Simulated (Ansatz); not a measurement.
Basis-set extrapolation for CH4AlNO2, SMILES `[NH2][Al]([OH])[CH]=O` (PBE0-D4/def2-TZVP geometry, frozen core, the Gaussian-basis code of Ansatz). Multiplicity 1, RHF reference.

|  | def2-TZVPP | def2-QZVPP |
| --- | --- | --- |
| HF | -486.486538 | -486.505747 |
| MP2 correlation | -0.912659 | -0.983002 |
| CCSD(T) correlation | -0.968657 | not run |

Energies in hartree. Use E(X) = E(∞) + A·exp(−7.88·√X) for Hartree–Fock and E(X) = E(∞) + B·X^(−2.97) for correlation, with X = 3 and 4, and add CCSD(T) minus MP2 of the smaller set to the MP2 limit.

Q: What is the CCSD(T) energy at the basis-set limit?

A: HF limit: -486.505747 + (-0.019209) × 0.13774 = -486.50839. MP2 limit: -0.983002 + (-0.070343) × 0.74074 = -1.03511. Higher-order term: -0.968657 − (-0.912659) = -0.05600. Total: -487.59950 hartree, 378.9 kJ/mol below CCSD(T)/def2-TZVPP.
